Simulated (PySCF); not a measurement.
All values below come from PySCF 2.14.0 with B3LYP-D3(BJ)/def2-TZVP // PBE-D3(BJ)/def2-SVP. Gas-phase values, no solvent. One relaxed conformer stands for a flexible species; it need not be the lowest. B3LYP has the VWN-RPA correlation part, as in Gaussian. 

Reference species: [Cd(NH2)(CH3)] (neutral, multiplicity 1).

The coordination number is 2. The mean distance from the central atom to its bonded neighbours is 2.070 Å and the charge on the central atom (Mulliken) comes out as 0.69 e.

Changed species: [Cd(NH2)2] (Y = NH2; the reference has Y = CH3).

Q: What does the change do to the coordination number, mean distance from the central atom to its bonded neighbours and charge on the central atom (Mulliken)?

A: the coordination number is nearly the same; the mean distance from the central atom to its bonded neighbours drops by 0.048 Å, to 2.022 Å; the charge on the central atom (Mulliken) increases by 0.06 e, to 0.75 e.
